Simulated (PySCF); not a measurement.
Run record: geometry optimisation, Cl4F2In2.

Method: PBE0-D3(BJ)/def2-SVP geometry optimisation, gas phase, def2 core potentials past Kr (PySCF 2.14.0). Start geometry: GFN2-xTB. The command runs a driver script over a list of jobs; the input below is this job's line of settings and its coordinates in Å.

Command:
```bash
OMP_NUM_THREADS=1 python probes_run.py task.json out
```

Input:
```
{"job": {"xc": "PBE0", "basis": "def2-SVP", "d3": "d3bj", "grid": 1, "maxiter": 40, "shake": 0.03, "kind": "geom"}, "charge": 0, "multiplicity": 1}
In    -0.878020    -0.545430     1.424860
Cl    -1.605230    -2.636670     1.118070
Cl    -1.088290     1.307970     2.783790
F      1.259070    -0.425500     0.617170
In     0.931040     0.449110    -1.443870
Cl     1.012320    -1.303290    -2.813850
Cl     1.620940     2.616100    -1.128330
F     -1.113600     0.452050    -0.641530
```

Output:
```
step   0  E = -2419.52859032  max force = 0.050920
step   1  E = -2419.54815420  max force = 0.010942
step   2  E = -2419.54993568  max force = 0.003579
step   3  E = -2419.55100388  max force = 0.002850
step   4  E = -2419.55177935  max force = 0.003266
step   5  E = -2419.55192668  max force = 0.003017
step   6  E = -2419.55210903  max force = 0.002730
step   7  E = -2419.55166257  max force = 0.003710
step   8  E = -2419.55210627  max force = 0.001407
step   9  E = -2419.55216772  max force = 0.000671
step  10  E = -2419.55214769  max force = 0.001222
step  11  E = -2419.55215911  max force = 0.000774
step  12  E = -2419.55212804  max force = 0.000224
step  13  E = -2419.55214774  max force = 0.000229
step  14  E = -2419.55214033  max force = 0.000197
step  15  E = -2419.55214530  max force = 0.000214
optimisation converged
```

Energies in Eh; «max force» is the largest Cartesian gradient component in Eh/bohr.

Question: Give the first gradient maximum in eV/Å.

Answer: With 1 Eh/bohr = 51.422 eV/Å, 2.618 eV/Å.

Summary of the converged run: final energy -2419.55215 Eh after 15 steps; dipole 0.03 D.

Question: Where do the atoms end?

Answer: 0.152 Å rms from the input after alignment:
```
atom  x, y, z in Å
In1   -0.7136   -0.5030    1.4012
Cl2   -1.5355   -2.6562    1.3935
Cl3   -0.7208    1.1089    3.0475
F4     1.1585   -0.4575    0.4220
In5    0.7493    0.4833   -1.4252
Cl6    0.7597   -1.1322   -3.0674
Cl7    1.5650    2.6386   -1.4078
F8    -1.1244    0.4325   -0.4475
```

Hardware: Arm Neoverse V2, one thread, shared host with 96 logical CPUs at a one-minute load of 39. Cost: 4.9 min wall, 0.72 GiB resident at most.
Labels such as C1 count atoms from 1, the log's own numbers from 0.
